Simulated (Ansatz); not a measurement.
## Molecular dynamics of C3H10Si

Input:

```yaml
crystal:
  periodic: [false, false, false]
  atoms:
    - { symbol: Si, position_ang: [0.008543, -0.051031, -0.009135] }
    - { symbol: H, position_ang: [0.032716, -0.204874, 1.496621] }
    - { symbol: C, position_ang: [1.808837, 0.046133, -0.647412] }
    - { symbol: H, position_ang: [2.367192, -0.860556, -0.385651] }
    - { symbol: H, position_ang: [1.823652, 0.152339, -1.739459] }
    - { symbol: H, position_ang: [2.3327, 0.906538, -0.214228] }
    - { symbol: C, position_ang: [-0.933882, 1.553844, -0.449699] }
    - { symbol: H, position_ang: [-1.966127, 1.516292, -0.081689] }
    - { symbol: H, position_ang: [-0.445262, 2.429872, -0.006765] }
    - { symbol: H, position_ang: [-0.96461, 1.69422, -1.537561] }
    - { symbol: C, position_ang: [-0.878779, -1.565254, -0.769215] }
    - { symbol: H, position_ang: [-1.905083, -1.648654, -0.392245] }
    - { symbol: H, position_ang: [-0.92315, -1.47525, -1.861935] }
    - { symbol: H, position_ang: [-0.348947, -2.493719, -0.525026] }
basis:
  gaussian: { orbitals: "6-31G" }
hamiltonian:
  xc: r2scan
  dispersion: d4
md:
  timestep: 0.25
  n_steps: 154
  ensemble: nve
  temperature: 3000.0
  initial_velocities: maxwell_boltzmann
  seed: 243643
```

Command:

```bash
$ ansatz run input.yaml --threads 1 --pin off --max-ram 2048MiB --backend cpu --events-out ev --progress --plain --runs-dir out
```

It starts from a relaxed structure.

Output, in part (step lines, the closing report, with atoms numbered from 0):

```
md step     0: t =     0.00 fs  T =  3000.0 K  F+E_penalty+E_count = -11147.84913042 eV  E_kin = 4.653360 eV  conserved = -11143.19577046 eV  (23 SCF iters)
md step     1: t =     0.25 fs  T =  2982.8 K  F+E_penalty+E_count = -11147.82236251 eV  E_kin = 4.626694 eV  conserved = -11143.19566812 eV  (26 SCF iters)
md step     2: t =     0.50 fs  T =  2932.4 K  F+E_penalty+E_count = -11147.74378365 eV  E_kin = 4.548429 eV  conserved = -11143.19535504 eV  (26 SCF iters)
md step     3: t =     0.75 fs  T =  2851.7 K  F+E_penalty+E_count = -11147.61822316 eV  E_kin = 4.423366 eV  conserved = -11143.19485737 eV  (26 SCF iters)
md step     4: t =     1.00 fs  T =  2745.8 K  F+E_penalty+E_count = -11147.45335794 eV  E_kin = 4.259135 eV  conserved = -11143.19422262 eV  (26 SCF iters)
md step     5: t =     1.25 fs  T =  2621.0 K  F+E_penalty+E_count = -11147.25899658 eV  E_kin = 4.065480 eV  conserved = -11143.19351677 eV  (27 SCF iters)
md step     6: t =     1.50 fs  T =  2484.2 K  F+E_penalty+E_count = -11147.04609715 eV  E_kin = 3.853285 eV  conserved = -11143.19281201 eV  (28 SCF iters)
md step     7: t =     1.75 fs  T =  2342.5 K  F+E_penalty+E_count = -11146.82566400 eV  E_kin = 3.633485 eV  conserved = -11143.19217880 eV  (28 SCF iters)
[... lines left out ...]
md step   151: t =    37.75 fs  T =  1004.1 K  F+E_penalty+E_count = -11144.74875508 eV  E_kin = 1.557497 eV  conserved = -11143.19125846 eV  (26 SCF iters)
md step   152: t =    38.00 fs  T =  1004.9 K  F+E_penalty+E_count = -11144.75000683 eV  E_kin = 1.558741 eV  conserved = -11143.19126629 eV  (28 SCF iters)
md step   153: t =    38.25 fs  T =  1015.2 K  F+E_penalty+E_count = -11144.76605511 eV  E_kin = 1.574733 eV  conserved = -11143.19132178 eV  (28 SCF iters)
md step   154: t =    38.50 fs  T =  1034.5 K  F+E_penalty+E_count = -11144.79603951 eV  E_kin = 1.604620 eV  conserved = -11143.19141929 eV  (26 SCF iters)
Total energy: -11144.79604811 eV, -409.5637005538 hartree
Atom 0 at     0.011376    -0.083646    -0.043194 Å, force    -2.878837     0.765879    -1.429530 eV/Å
Atom 1 at    -0.294257    -0.565482     1.310177 Å, force     0.490695     0.430747     1.060022 eV/Å
Atom 2 at     1.758270     0.132260    -0.586526 Å, force     2.271920    -0.744497    -2.822520 eV/Å
Atom 3 at     2.433949    -0.852794    -0.868205 Å, force    -1.481708     2.504833     1.421950 eV/Å
Atom 4 at     1.624570     0.598505    -1.668555 Å, force     0.465059    -0.484899     2.035219 eV/Å
Atom 5 at     2.204386     0.917827     0.108515 Å, force     0.138787    -1.158254    -1.024395 eV/Å
Atom 6 at    -0.783021     1.774994    -0.467797 Å, force    -0.272449    -0.116792     0.957660 eV/Å
Atom 7 at    -1.868382     1.535973    -0.463187 Å, force     0.273630     0.304371    -0.579323 eV/Å
Atom 8 at    -0.728288     2.722183     0.229139 Å, force     0.596683    -2.031056    -1.030087 eV/Å
Atom 9 at    -0.393678     2.021738    -1.491654 Å, force    -0.575842    -0.034664     0.759860 eV/Å
Atom 10 at    -1.007620    -1.766886    -0.770590 Å, force     5.706061    -1.076108     3.203972 eV/Å
Atom 11 at    -0.888123    -2.103835     0.319436 Å, force    -2.669133    -0.103617    -0.899834 eV/Å
Atom 12 at    -1.798209    -2.124198    -1.402202 Å, force    -0.498746     0.372515    -0.081403 eV/Å
Atom 13 at    -0.027661    -2.483803    -0.865918 Å, force    -1.566121     1.371541    -1.571593 eV/Å
Dipole moment:     0.127545     0.039348    -0.034092 e Å
```

The steps, from the saved trajectory:

| time (fs) | T (K) | potential energy less start (eV) | conserved less start (meV/atom) |
| --- | --- | --- | --- |
| 0 | 3000 | 0.000 | 0.00 |
| 1.25 | 2621 | 0.590 | 0.16 |
| 2.5 | 1945 | 1.640 | 0.33 |
| 3.75 | 1509 | 2.318 | 0.29 |
| 5 | 1263 | 2.698 | 0.27 |
| 6.25 | 1098 | 2.954 | 0.26 |
| 7.5 | 981 | 3.136 | 0.28 |
| 8.75 | 1005 | 3.099 | 0.34 |
| 10 | 1337 | 2.582 | 0.23 |
| 11.25 | 1675 | 2.058 | 0.14 |
| 12.5 | 1743 | 1.952 | 0.17 |
| 13.75 | 1553 | 2.246 | 0.16 |
| 15 | 1154 | 2.867 | 0.30 |
| 16.25 | 952 | 3.182 | 0.34 |
| 17.5 | 1087 | 2.971 | 0.27 |
| 18.75 | 1345 | 2.570 | 0.24 |
| 20 | 1611 | 2.158 | 0.23 |
| 21.25 | 1892 | 1.722 | 0.24 |
| 22.5 | 2203 | 1.239 | 0.18 |
| 23.75 | 2358 | 0.998 | 0.13 |
| 25 | 2182 | 1.272 | 0.18 |
| 26.25 | 1788 | 1.884 | 0.27 |
| 27.5 | 1443 | 2.419 | 0.31 |
| 28.75 | 1266 | 2.694 | 0.27 |
| 30 | 1144 | 2.881 | 0.22 |
| 31.25 | 977 | 3.141 | 0.29 |
| 32.5 | 983 | 3.133 | 0.32 |
| 33.75 | 1236 | 2.739 | 0.18 |
| 35 | 1326 | 2.599 | 0.17 |
| 36.25 | 1169 | 2.844 | 0.25 |
| 37.5 | 1013 | 3.087 | 0.32 |

The run went to its last step. The conserved energy stayed within 0.36 meV per atom of its start (net change 0.31 meV per atom), so the integration is sound. A run of 0.038 ps of so small a system gives no equilibrium averages. Limits of this set-up: no polarisation functions.

The same pairs are bonded in the first frame and the last. Pairs count as bonded within 1.25 times the sum of covalent radii (0.12 Å more for H–H).

Last frame:

```xyz
14
Properties=species:S:1:pos:R:3
Si 0.011 -0.084 -0.043
H -0.294 -0.566 1.310
C 1.758 0.132 -0.587
H 2.434 -0.853 -0.868
H 1.625 0.599 -1.669
H 2.204 0.918 0.108
C -0.783 1.775 -0.468
H -1.868 1.536 -0.463
H -0.728 2.722 0.229
H -0.394 2.022 -1.492
C -1.008 -1.767 -0.771
H -0.888 -2.104 0.319
H -1.798 -2.124 -1.402
H -0.028 -2.484 -0.866
```

Time of the run: 15 min on 1 thread of Arm Neoverse V1, with other jobs on the host, peak memory 0.14 GiB.
